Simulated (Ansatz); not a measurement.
ClH₅N₂OTi, SMILES `[NH2][Ti]([NH2])([OH])[Cl]`. Charge 0, multiplicity 1.

```xyz
10

N    -1.653   -0.026   -0.241
Ti    0.166    0.339   -0.033
N     0.901   -1.001    1.048
O     0.991    0.343   -1.617
Cl    0.407    2.326    0.959
H    -2.344    0.155    0.476
H    -2.102   -0.301   -1.103
H     1.890   -1.208    1.070
H     0.389   -1.655    1.622
H     1.356    1.027   -2.180
```

Question: List the harmonic frequencies (cm⁻¹, unscaled) at PBE0-D4/def2-TZVP in Ansatz. (Best estimate.)

Answer: Computed: 120, 146, 155, 176, 188, 202, 255, 288, 378, 405, 418, 452, 522, 536, 708, 743, 798, 1519, 1526, 3558, 3565, 3664, 3672, 3934.

Question: Is this a minimum?

Answer: Yes, all 24 modes are real.

Question: Give the ideal-gas thermochemistry at 298.15 K and 1 bar (rigid rotor, harmonic oscillator; point group C1, symmetry number 1).

Answer: Zero-point energy 167.1 kJ/mol; H(298) − E = 194.1 kJ/mol; entropy 386.1 J/(mol·K), of which translation 169.8, rotation 115.9, vibration 100.4; G(298) − E = 79.0 kJ/mol.

Question: And at 400, 500, 600, 800 and 1000 K?

Answer: 
```tsv
T (K)	H − E (kJ/mol)	S (J/mol/K)	G − E (kJ/mol)
400	209.0	429.1	37.4
500	224.9	464.4	-7.3
600	241.5	494.7	-55.3
800	276.4	544.9	-159.5
1000	313.1	585.8	-272.6
```

Question: Rotational constants (cm⁻¹)?

Answer: 0.104, 0.06496, 0.06452.
